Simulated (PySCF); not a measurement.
Two-component Hartree-Fock for Ir+ (iridium, charge +1)

Start: [Xe] 4f14 5d7 6s1; 5d3/2 filled at m_j = -3/2, -1/2, +1/2, +3/2; 5d5/2 filled at m_j = +1/2, +3/2, +5/2; 6s1/2 filled at m_j = +1/2. Calculated with PySCF 2.14 in x2c-SVPall-2c (7s9p9d2f, 93 functions): generalised Hartree-Fock with the X2C-1e Hamiltonian and a Gaussian nucleus; one run each with spin-orbit coupling (SO) switched off, then screened by Boettger's factors.

| spinor shell | electrons | ε, spin-free (eV) | ε, screened SO (eV) | weight of nominal j (screened SO) | rms radius, screened SO (bohr) |
| --- | --- | --- | --- | --- | --- |
| 1s1/2 | 2 | -76538.3 | -76511.6 | 1.000 | 0.0197 |
| 2s1/2 | 2 | -13544.3 | -13535.8 | 1.000 | 0.0795 |
| 2p1/2 | 2 | -11776.7 | -12945.0 | 1.000 | 0.0675 |
| 2p3/2 | 4 | -11776.7 | -11311.5 | 1.000 | 0.0752 |
| 3s1/2 | 2 | -3240.5 | -3237.6 | 1.000 | 0.203 |
| 3p1/2 | 2 | -2715.2 | -2973.6 | 1.000 | 0.195 |
| 3p3/2 | 4 | -2715.2 | -2610.0 | 1.000 | 0.210 |
| 3d3/2 | 4 | -2128.3 | -2172.7 | 1.000 | 0.186 |
| 3d5/2 | 6 | -2128.3 | -2095.7 | 1.000 | 0.189 |
| 4s1/2 | 2 | -732.97 | -731.96 | 1.000 | 0.450 |
| 4p1/2 | 2 | -557.60 | -619.21 | 1.000 | 0.456 |
| 4p3/2 | 4 | -557.60 | -532.16 | 1.000 | 0.489 |
| 4d3/2 | 4 | -337.57 | -346.78 | 1.000 | 0.508 |
| 4d5/2 | 6 | -337.57 | -330.26 | 1.000 | 0.519 |
| 5s1/2 | 2 | -123.74 | -123.48 | 1.000 | 1.05 |
| 4f5/2 | 6 | -90.829 | -92.147 | 0.995 | 0.586 |
| 4f7/2 | 8 | -90.829 | -88.881 | 0.996 | 0.587 |
| 5p1/2 | 2 | -75.491 | -86.251 | 0.981 | 1.19 |
| 5p3/2 | 4 | -75.491 | -70.670 | 0.991 | 1.23 |
| 5d3/2 | 4 | -21.486 | -21.944 | 0.714 | 1.77 |
| 5d5/2 | 3 | -21.486 | -20.934 | 0.706 | 1.81 |
| 6s1/2 | 1 | -16.702 | -16.637 | 0.995 | 2.94 |

```
   quantity     spin-free   screened SO
E (hartree)  -17813.10128  -17837.63879
        M_J             5             5
       ⟨J²⟩        30.006        30.009
       ⟨L²⟩        12.004        12.842
       ⟨S²⟩         6.002         5.771
```

Each row is a mean over spinors that exchange with the open shell spreads, by up to 7.388 eV (5p3/2).

Rows whose weight is well below 1 are mixtures of j = l ± 1/2: exchange outweighs spin-orbit coupling there, and the label is only the starting occupation.

Breit and QED terms are absent; they matter most for the inner s and p1/2 levels.

Densities and radii are taken from the X2C orbitals without a picture-change correction, which distorts them close to the nucleus.

Without spin-orbit coupling the j labels of p, d and f shells carry no meaning; the spin-free column gives the mean over the occupied spinors of each nl shell.
